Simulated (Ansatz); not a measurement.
Cartesian coordinates (Å):
```xyz
3

Al    -0.3902     0.6604     0.0000
I      1.9429    -0.2222     0.0000
H     -1.5575    -0.4383     0.0000
```
Charge 0, spin multiplicity 2.

Computed with frozen-core CCSD(T)/def2-TZVPP // PBE0-D3(BJ)/def2-TZVP (Ansatz, a program for electronic structure).

```yaml
HF energy: -539.19533 Ha
MP2 correlation energy: -0.55133 Ha
```

Task: Estimate the CCSD correlation energy, the (T) correction, the total energy and the T1 diagnostic.

Result: 
```
Quantity                        Result
-----------------------  -------------
CCSD correlation energy    -0.53438 Ha
(T) correction             -0.01249 Ha
CCSD(T) total energy     -539.74220 Ha
T1 diagnostic                    0.012
```
